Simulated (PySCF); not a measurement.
GaH₃ + BH → GaH + BH₃

Level: PBE0 in the def2-TZVP basis family, all electrons, no relativity, computed in PySCF with density fitting; open shells unrestricted.

```json
{"species": "GaH₃", "state and structure": "singlet, D3h, Ga–H 1.568 Å (×3)", "E (Eh)": "-1926.36049", "ZPE (kJ/mol)": "48.9", "H(298 K) − H(0) (kJ/mol)": "10.7", "S° (J/(mol K))": "218.3"}
{"species": "BH", "state and structure": "singlet, C∞v, B–H 1.241 Å", "E (Eh)": "-25.24752", "ZPE (kJ/mol)": "13.9", "H(298 K) − H(0) (kJ/mol)": "8.7", "S° (J/(mol K))": "172.0"}
{"species": "GaH", "state and structure": "singlet, C∞v, Ga–H 1.681 Å", "E (Eh)": "-1925.15821", "ZPE (kJ/mol)": "9.6", "H(298 K) − H(0) (kJ/mol)": "8.7", "S° (J/(mol K))": "199.6"}
{"species": "BH₃", "state and structure": "singlet, D3h, B–H 1.193 Å (×3)", "E (Eh)": "-26.56583", "ZPE (kJ/mol)": "68.6", "H(298 K) − H(0) (kJ/mol)": "10.1", "S° (J/(mol K))": "188.4"}
```

(1) What is the electronic reaction energy?

(2) Add zero-point, thermal and entropy terms for 298.15 K and 1 bar.

Answers

(1) At PBE0/def2-TZVP, ΔE = -304.6 kJ/mol from the differences of the total energies times 2625.5, downhill. Both ends count: the low oxidation state of boron is very reactive, and gallium holds its high one more weakly.

(2) ΔZPE = 15.4 and Δ[H(298) − H(0)] = -0.6 kJ/mol give ΔH° = -289.8 kJ/mol. ΔS° = -2.3 J/(mol K), so ΔG° = -289.8 − 298.15 × (-0.0023) = -289 kJ/mol.

Only the bonding shown was studied: isomers, or loss of a ligand pair, can lie lower.
